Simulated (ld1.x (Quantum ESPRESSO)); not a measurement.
# vanadium, TM: configuration errors across variants

| Item | Value |
| --- | --- |
| Element | vanadium |
| Generator | ld1.x (Quantum ESPRESSO) 7.5 |
| Type | norm-conserving Troullier–Martins (Kleinman–Bylander form) |
| Functional | PBE |
| Relativity | scalar-relativistic |
| Frozen core | [Ar] |
| Valence charge | 5 |
| Reference configuration | 3d3 4s2 4p0 |
| Partial waves | 4s (bound): rc 2.25 bohr; 3d (bound): rc 2.10 bohr; 4p (bound, empty): rc 2.60 bohr |
| Local potential | the p channel |
| Core correction | none |

All-electron excitation energies from the reference (eV): (1) 3d3 4s1 4p0 7.735; (2) 3d3 4s0 4p0 22.031; (3) 3d2 4s0 4p0 50.928; (4) 3d3 4s0 4p2 6.855; (5) 3d3 4s0 4p1 11.840; (6) 3d1 4s0 4p0 96.802; (7) 3d3 4s1 4p1 3.347.

Tests that are not counted but printed errors over 1 eV. “wave 4s (bound): rc 2.25 bohr becomes 4s (bound): rc 1.50 bohr”: 3d3 4s1 4p0 (solver errors, printed error -1.2 eV); 3d3 4s1 4p1 (solver errors, printed error -122 eV). “all radii scaled by about 1.38 (s 3.10, p 3.58, d 2.90 bohr)”: 3d3 4s1 4p0 (solver errors, printed error -93.6 eV); 3d3 4s1 4p1 (pseudo-atom not self-consistent, printed error -136 eV).

4 further variants failed, have other tests or another functional or relativity, and are left out.

A true bound ghost makes a file unfit for plane-wave use even where its test errors are small: the radial tests pick states by their node count and pass the ghost by. Where a test does run into it, the solver fails or the error is huge.

Errors AE − PS in meV (a dash: test not solved or not reliable):

| change | (1) | (2) | (3) | (4) | (5) | (6) | (7) | bound ghosts |
| --- | --- | --- | --- | --- | --- | --- | --- | --- |
| base | +0.6 | +154 | +95 | +27 | +45 | +552 | +3.7 | s |
| wave 4p (bound): rc 2.60 bohr becomes 4p (bound): rc 2.08 bohr | +10.0 | +161 | +122 | +33 | +55 | +575 | +5.8 | s |
| all radii scaled by about 0.82 (s 1.86, p 2.14, d 1.72 bohr) | +11 | +175 | -81 | +38 | +63 | -355 | +6.9 | none |
| wave 4s (bound): rc 2.25 bohr becomes 4s (bound): rc 1.50 bohr | – | +426 | +49 | +265 | +295 | +100 | – | s |
| all radii scaled by about 1.38 (s 3.10, p 3.58, d 2.90 bohr) | – | +90 | +271 | +7.4 | +22 | +2395 | – | s |
| local potential all-electron potential smoothed inside 1.65 bohr (lloc = -1) | +10 | +174 | +326 | +37 | +63 | +897 | +6.6 | s |
| all radii scaled by about 1.24 (s 2.78, p 3.22, d 2.60 bohr) | +34 | +131 | +245 | +19 | +35 | +1778 | +7.3 | none |

Q: Give the same row for: wave 4s (bound): rc 2.25 bohr becomes 4s (bound): rc 1.84 bohr.

A: +2.9, +165, -18, +27, +49, +287, +4.2; bound ghosts: s.
